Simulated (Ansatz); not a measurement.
Species: H₉AlSi₃, SMILES `[SiH3][Al]([SiH3])[SiH3]` (charge 0, multiplicity 1).

Give a relaxed geometry from PBE0-D4/def2-TZVP run with Ansatz (a first-principles code).

the end point of this relaxation (outside a Z-matrix the atoms follow the SMILES, hydrogens last).
Z-matrix (Å, degrees):
```
Al
Si 1 2.4587
H 2 1.4900 1 113.57
H 2 1.4913 3 107.85 1 -124.31
H 2 1.4936 3 107.39 4 -115.06
Si 1 2.4588 2 122.34 3 15.75
H 6 1.4899 1 113.87 2 -4.62
H 6 1.4922 7 107.70 1 122.90
H 6 1.4928 7 107.60 8 115.02
Si 1 2.4598 2 118.89 3 -167.68
H 10 1.4906 1 112.94 2 155.37
H 10 1.4907 11 107.81 1 125.18
H 10 1.4938 11 107.18 12 115.06
```
